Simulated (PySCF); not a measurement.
CdI2, SMILES [I][Cd][I]. Atoms are numbered in the order given.

```xyz
3

Cd     0.0000     0.0000     0.0000
I      0.0000     0.0000    -2.5920
I      0.0000     0.0000     2.5920
```
Charge 0, spin multiplicity 1.

Geometry optimised at r2SCAN-D4/def2-SVP. The isomer is the one that the SMILES or the coordinates give; other isomers of the formula were not compared. The def2 effective core potentials stand for the cores of Cd, I; spin–orbit coupling is left out.

Computed with r2SCAN-D4/def2-SVP in PySCF.

Frequencies are harmonic and unscaled.

Modes within 1.5 cm⁻¹ of each other (mostly degenerate sets) share a row, with their intensities summed.

Task: List the normal modes with their intensities. (An estimate is asked for; the answer gives what the named calculation found.)

Result: 
| mode | ν (cm⁻¹) | IR (km/mol) | Raman (Å⁴/amu) | depolarisation | moving atoms (share of kinetic energy) |
|---|---|---|---|---|---|
| 1–2 | 52 | 5.9 | 0.0 | – | Cd 69 %, I 31 % |
| 3 | 149 | 0.0 | 17.0 | 0.28 | I 100 % |
| 4 | 269 | 35.5 | 0.0 | – | Cd 69 %, I 31 % |
